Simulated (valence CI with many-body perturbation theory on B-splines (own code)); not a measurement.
# E1 line list for Nd44+

Level of theory: relativistic CI+MBPT: six valence electrons over a frozen Dirac-Fock core [Ne], radial functions for each j: 9 s, 9 p, 8 d, 6 f, 3 g, 1 h, with the one-electron correlation potential Σ1 (screened to all orders), the two-electron term Σ2, the three-electron term Σ3, Breit, model QED; selected single and double excitations, second order for the rest, scaled by the run's own slope (own B-spline code, finite nucleus).

No measured spectrum was set against this ion. As an estimate, large intervals hold to a few tenths of a per cent, small ones and those within an open d or f shell to about a per cent. Among the levels kept, up to 1100 cm⁻¹ of a level comes from second order outside the variational space, and about a tenth of that is noise between levels of different J, which matters for small intervals.

Lines 51 to 100 of 116 in falling wavelength, among levels below 380.86 eV, chosen from the strongest by gf and those to the six lowest levels. Wavelengths and rates use the calculated energies. Electric multipoles are in the length gauge with retardation, E1 and E2 with the static RPA response of the core. Weak lines are less certain than strong ones. Lines between different terms over intervals too small for the method are left out, as are lines whose strength nearly cancels. The highest levels of a list are the least certain.

Levels are named by their leading jj configuration (3d3/2^4 stands for four electrons in 3d with j = 3/2), which in mixed levels can hold well under half, so a name can repeat and another be missing. Letters in brackets count levels of one name in rising energy.

| λ vac (nm) | Upper | Lower | A (s⁻¹) | S (a.u.) |
| --- | --- | --- | --- | --- |
| 8.198 | (3s^2 3p1/2^2 3d3/2^2) J=2 | (3s^2 3p1/2^2 3p3/2 3d5/2) J=2 | 2.01e+08 | 2.73e-04 |
| 7.556 | (3s^2 3p1/2 3p3/2^2 3d3/2) J=2 [a] | (3s^2 3p1/2 3p3/2^3) J=2 | 6.03e+08 | 6.42e-04 |
| 7.501 | (3s^2 3p1/2 3p3/2^2 3d3/2) J=1 [a] | (3s^2 3p1/2 3p3/2^3) J=2 | 5.35e+09 | 3.34e-03 |
| 7.343 | (3s^2 3p1/2^2 3p3/2 3d3/2) J=1 | (3s^2 3p1/2^2 3p3/2^2) J=0 | 1.52e+09 | 8.94e-04 |
| 7.294 | (3s^2 3p1/2 3p3/2^2 3d3/2) J=3 [a] | (3s^2 3p1/2 3p3/2^3) J=2 | 3.86e+08 | 5.17e-04 |
| 7.216 | (3s^2 3p1/2 3p3/2^2 3d3/2) J=2 [a] | (3s^2 3p1/2 3p3/2^3) J=1 | 1.28e+07 | 1.19e-05 |
| 7.193 | (3s^2 3p1/2 3p3/2^2 3d3/2) J=0 | (3s^2 3p1/2 3p3/2^3) J=1 | 3.71e+09 | 6.82e-04 |
| 7.166 | (3s^2 3p1/2 3p3/2^2 3d3/2) J=1 [a] | (3s^2 3p1/2 3p3/2^3) J=1 | 1.23e+08 | 6.71e-05 |
| 6.949 | (3s^2 3p1/2^2 3p3/2 3d3/2) J=2 | (3s^2 3p1/2^2 3p3/2^2) J=2 | 3.51e+09 | 2.91e-03 |
| 6.933 | (3s^2 3p1/2^2 3d3/2^2) J=2 | (3s^2 3p1/2^2 3p3/2 3d3/2) J=3 | 2.60e+09 | 2.14e-03 |
| 6.890 | (3s^2 3p1/2^2 3d3/2^2) J=2 | (3s^2 3p1/2^2 3p3/2 3d3/2) J=1 | 4.80e+09 | 3.87e-03 |
| 6.751 | (3s^2 3p1/2^2 3p3/2 3d3/2) J=1 | (3s^2 3p1/2^2 3p3/2^2) J=2 | 4.91e+09 | 2.24e-03 |
| 6.709 | (3s^2 3p1/2^2 3p3/2 3d3/2) J=3 | (3s^2 3p1/2^2 3p3/2^2) J=2 | 3.02e+07 | 3.15e-05 |
| 6.695 | (3s^2 3p1/2^2 3d3/2^2) J=2 | (3s^2 3p1/2^2 3p3/2 3d3/2) J=2 | 2.88e+09 | 2.14e-03 |
| 6.648 | (3s^2 3p1/2 3p3/2^2 3d3/2) J=2 [b] | (3s^2 3p1/2 3p3/2^3) J=2 | 4.38e+08 | 3.17e-04 |
| 6.428 | (3s^2 3p1/2 3p3/2^2 3d5/2) J=3 [a] | (3s^2 3p1/2 3p3/2^3) J=2 | 2.14e+08 | 1.96e-04 |
| 6.383 | (3s^2 3p1/2 3p3/2^2 3d3/2) J=2 [b] | (3s^2 3p1/2 3p3/2^3) J=1 | 1.39e+08 | 8.91e-05 |
| 6.320 | (3s^2 3p1/2^2 3d3/2^2) J=0 | (3s^2 3p1/2^2 3p3/2 3d3/2) J=1 | 1.35e+10 | 1.68e-03 |
| 6.205 | (3s^2 3p1/2 3p3/2^2 3d3/2) J=3 [b] | (3s^2 3p1/2 3p3/2^3) J=2 | 5.94e+08 | 4.90e-04 |
| 6.145 | (3s^2 3p1/2 3p3/2^2 3d5/2) J=1 [a] | (3s^2 3p1/2 3p3/2^3) J=2 | 2.73e+09 | 9.38e-04 |
| 6.125 | (3s^2 3p1/2 3p3/2^2 3d3/2) J=2 [c] | (3s^2 3p1/2 3p3/2^3) J=2 | 1.94e+09 | 1.10e-03 |
| 6.018 | (3s^2 3p1/2 3p3/2^2 3d3/2) J=1 [b] | (3s^2 3p1/2 3p3/2^3) J=2 | 1.82e+09 | 5.87e-04 |
| 5.918 | (3s^2 3p1/2 3p3/2^2 3d5/2) J=1 [a] | (3s^2 3p1/2 3p3/2^3) J=1 | 4.19e+09 | 1.28e-03 |
| 5.900 | (3s^2 3p1/2 3p3/2^2 3d3/2) J=2 [c] | (3s^2 3p1/2 3p3/2^3) J=1 | 4.09e+09 | 2.07e-03 |
| 5.854 | (3s^2 3p1/2 3p3/2^2 3d5/2) J=0 | (3s^2 3p1/2 3p3/2^3) J=1 | 6.50e+09 | 6.44e-04 |
| 5.838 | (3s^2 3p1/2^2 3p3/2 3d5/2) J=2 | (3s^2 3p1/2^2 3p3/2^2) J=2 | 2.16e+10 | 1.06e-02 |
| 5.801 | (3s^2 3p1/2 3p3/2^2 3d3/2) J=1 [b] | (3s^2 3p1/2 3p3/2^3) J=1 | 5.72e+08 | 1.65e-04 |
| 5.737 | (3s^2 3p1/2 3p3/2^2 3d3/2) J=1 [c] | (3s^2 3p1/2 3p3/2^3) J=2 | 6.34e+09 | 1.77e-03 |
| 5.628 | (3s^2 3p1/2 3p3/2^2 3d5/2) J=2 [a] | (3s^2 3p1/2 3p3/2^3) J=2 | 1.75e+09 | 7.71e-04 |
| 5.565 | (3s^2 3p1/2^2 3p3/2 3d5/2) J=1 | (3s^2 3p1/2^2 3p3/2^2) J=0 | 7.95e+10 | 2.03e-02 |
| 5.539 | (3s^2 3p1/2 3p3/2^2 3d3/2) J=1 [c] | (3s^2 3p1/2 3p3/2^3) J=1 | 8.45e+09 | 2.13e-03 |
| 5.490 | (3s^2 3p1/2 3p3/2^2 3d5/2) J=3 [b] | (3s^2 3p1/2 3p3/2^3) J=2 | 2.07e+09 | 1.19e-03 |
| 5.438 | (3s^2 3p1/2 3p3/2^2 3d5/2) J=2 [a] | (3s^2 3p1/2 3p3/2^3) J=1 | 6.61e+09 | 2.62e-03 |
| 5.430 | (3s^2 3p1/2 3p3/2^2 3d5/2) J=2 [b] | (3s^2 3p1/2 3p3/2^3) J=2 | 6.72e+10 | 2.66e-02 |
| 5.381 | (3s^2 3p1/2^2 3p3/2 3d5/2) J=3 | (3s^2 3p1/2^2 3p3/2^2) J=2 | 1.91e+11 | 1.03e-01 |
| 5.335 | (3s^2 3p1/2 3p3/2^2 3d5/2) J=1 [b] | (3s^2 3p1/2 3p3/2^3) J=2 | 4.47e+10 | 1.00e-02 |
| 5.289 | (3s^2 3p1/2 3p3/2^2 3d5/2) J=3 [c] | (3s^2 3p1/2 3p3/2^3) J=2 | 2.56e+11 | 1.31e-01 |
| 5.252 | (3s^2 3p1/2 3p3/2^2 3d5/2) J=2 [b] | (3s^2 3p1/2 3p3/2^3) J=1 | 1.51e+11 | 5.40e-02 |
| 5.218 | (3s^2 3p1/2^2 3p3/2 3d5/2) J=1 | (3s^2 3p1/2^2 3p3/2^2) J=2 | 3.90e+10 | 8.19e-03 |
| 5.163 | (3s^2 3p1/2 3p3/2^2 3d5/2) J=1 [b] | (3s^2 3p1/2 3p3/2^3) J=1 | 2.52e+11 | 5.14e-02 |
| 5.161 | (3s^2 3p1/2 3p3/2^2 3d5/2) J=2 [c] | (3s^2 3p1/2 3p3/2^3) J=2 | 2.45e+11 | 8.30e-02 |
| 5.000 | (3s^2 3p1/2 3p3/2^2 3d5/2) J=2 [c] | (3s^2 3p1/2 3p3/2^3) J=1 | 2.76e+11 | 8.51e-02 |
| 4.735 | (3s 3p1/2^2 3p3/2^3) J=2 | (3s^2 3p1/2^2 3p3/2^2) J=2 | 2.07e+11 | 5.43e-02 |
| 4.723 | (3s 3p1/2^2 3p3/2^3) J=1 | (3s^2 3p1/2^2 3p3/2^2) J=0 | 1.05e+11 | 1.64e-02 |
| 4.471 | (3s 3p1/2^2 3p3/2^3) J=1 | (3s^2 3p1/2^2 3p3/2^2) J=2 | 1.50e+11 | 1.99e-02 |
| 4.361 | (3s^2 3p1/2 3p3/2^2 3d3/2) J=1 [a] | (3s^2 3p1/2^2 3p3/2^2) J=0 | 2.50e+10 | 3.08e-03 |
| 4.162 | (3s^2 3p1/2 3p3/2^2 3d3/2) J=2 [a] | (3s^2 3p1/2^2 3p3/2^2) J=2 | 5.00e+09 | 8.90e-04 |
| 4.145 | (3s^2 3p1/2 3p3/2^2 3d3/2) J=1 [a] | (3s^2 3p1/2^2 3p3/2^2) J=2 | 3.37e+10 | 3.56e-03 |
| 4.081 | (3s^2 3p1/2 3p3/2^2 3d3/2) J=3 [a] | (3s^2 3p1/2^2 3p3/2^2) J=2 | 9.87e+09 | 2.32e-03 |
| 3.870 | (3s^2 3p1/2 3p3/2^2 3d3/2) J=2 [b] | (3s^2 3p1/2^2 3p3/2^2) J=2 | 7.85e+10 | 1.12e-02 |
